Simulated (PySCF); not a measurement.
**[Er(SH)4]− at several levels of theory**

Computed with PySCF 2.14.0 (density fitting, no spin-orbit coupling) at the geometry relaxed with PBE0:

```xyz
9
[Er(SH)4]− (singlet in the valence; each metal's 4f electrons, 11 of them, lie in its core potential, out of spins and levels)
Er    0.0000    0.0000    0.0000
S     1.4270    1.5785    1.5386
H     1.8277    0.4989    2.2533
S    -1.4270   -1.5785    1.5386
H    -1.8277   -0.4989    2.2533
S     1.5785   -1.4270   -1.5387
H     0.4989   -1.8277   -2.2532
S    -1.5785    1.4270   -1.5387
H    -0.4989    1.8277   -2.2532
```

| level | basis | state | HOMO (eV) | gap (eV) | charge on Er1 (e) | population of f-type functions on Er1 (polarisation alone where 4f lies in the core) | dipole about the centre of mass (D) | largest force component (eV/Å) |
| --- | --- | --- | --- | --- | --- | --- | --- | --- |
| PBE0 | Er lcecp-1-SVP with ECP57, S def2-SVP, H def2-SVP | singlet | -3.06 | 6.18 | 0.55 | 0.03 | 0.00 | 0.01 |
| PBE | the same | singlet | -1.81 | 4.31 | 0.35 | 0.03 | 0.00 | 0.28 |
| HF | the same | singlet | -5.83 | 11.08 | 0.99 | 0.03 | 0.00 | 0.48 |

In the lcecp rows the 4f levels are missing from HOMO and gap, and the state counts the valence alone.

Charges are Mulliken's, which hang on the basis. The relaxation used the grid (50, 194), these runs (75, 302) or, all-electron (x2c bases, spin-free X2C Hamiltonian), (99, 590).

Problem. What does PBE0 with Er lcecp-1-TZVP with ECP57, S def2-TZVP, H def2-TZVP give here?

Solution. state singlet, HOMO (eV) -3.28, gap (eV) 6.25, charge on Er1 (e) 1.14, population of f-type functions on Er1 (polarisation alone where 4f lies in the core) 0.04, dipole about the centre of mass (D) 0.00, largest force component (eV/Å) 0.18. Time: 21 s on 2 threads of Arm Neoverse V2 (shared host), from free ions and atoms.

In the first row's basis the gap widens with exact exchange: 4.3 eV for PBE (none); 6.2 eV for PBE0 (a fixed share); 11.1 eV for Hartree–Fock (rising or full at long range).

An lcecp potential fixes the number of 4f electrons, so in runs with it no electron can move into or out of that shell.
